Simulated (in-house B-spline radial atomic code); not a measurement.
# RPBE excitations of Cs⁷⁺

Method: RPBE. Computed with a B-spline radial code for spherical atoms: linear response of the closed shell [Kr] 4d10 5s2 with the functional's adiabatic kernel; scalar-relativistic (spin-free one-electron X2C), finite nucleus, no spin-orbit coupling, no double excitations, S, P, D and F terms only; shells from n = 3 respond. Only terms of natural parity with L up to 3 were computed.

Spin-orbit coupling is strong here, so these LS terms don't match observed levels.

Command:
```bash
python run_td.py task.json out
```
Settings (radii: box in bohr, nucleus in fm):
```
Z                        55
electrons                48
configuration            [Kr] 4d10 5s2
hamiltonian              x2c
method                   rpbe,pbe
box_radius               12.81
rms_radius               4.8041
intervals                69
```

Run time, properties included: 1.6 s on 1 thread of Intel(R) Xeon(R) Platinum 8259CL CPU @ 2.50GHz (Skylake/Cascade Lake), on a shared host.

The lowest states, in the order of their Tamm-Dancoff energies; the method's threshold (minus the highest occupied level) is 104.34 eV. Labels give the largest channel, * marks a mixed state, and oscillator strengths are full-response dipole values. Semilocal kernels can invert the small singlet-triplet splittings of Rydberg terms. Energies in eV:

```json
{"state": "5s → 5p 3P", "full response": "?", "Tamm-Dancoff": "?", "oscillator strength": "-"}
{"state": "5s → 5p 1P", "full response": "?", "Tamm-Dancoff": "?", "oscillator strength": "?"}
{"state": "5s → 4f 3F", "full response": "30.49", "Tamm-Dancoff": "30.56", "oscillator strength": "-"}
{"state": "5s → 4f 1F", "full response": "31.62", "Tamm-Dancoff": "31.63", "oscillator strength": "-"}
{"state": "5s → 5d 3D", "full response": "39.47", "Tamm-Dancoff": "39.51", "oscillator strength": "-"}
{"state": "5s → 5d 1D", "full response": "41.16", "Tamm-Dancoff": "41.20", "oscillator strength": "-"}
{"state": "5s → 6s 3S", "full response": "51.05", "Tamm-Dancoff": "51.06", "oscillator strength": "-"}
{"state": "5s → 6s 1S", "full response": "52.07", "Tamm-Dancoff": "52.13", "oscillator strength": "-"}
{"state": "5s → 6p 3P", "full response": "57.77", "Tamm-Dancoff": "57.78", "oscillator strength": "-"}
{"state": "5s → 6p 1P", "full response": "58.18", "Tamm-Dancoff": "58.22", "oscillator strength": "0.132"}
```

Question: Where does 5s → 5p 3P lie?

Answer: At 15.191 eV in full response, 15.312 eV in Tamm-Dancoff.

Question: Where does 5s → 5p 1P lie?

Answer: At 19.876 eV in full response, 20.538 eV in Tamm-Dancoff, oscillator strength 1.57.

Question: How large is the singlet-triplet splitting of 5s → 5p (P terms) in Tamm-Dancoff?

Answer: 5.23 eV, from the unrounded values.

Question: What polarisabilities and dispersion coefficient does the method give?

Answer: Dipole 3.751 bohr³, quadrupole 5.261 bohr⁵, C6 11.12 hartree·bohr⁶ for two such species.
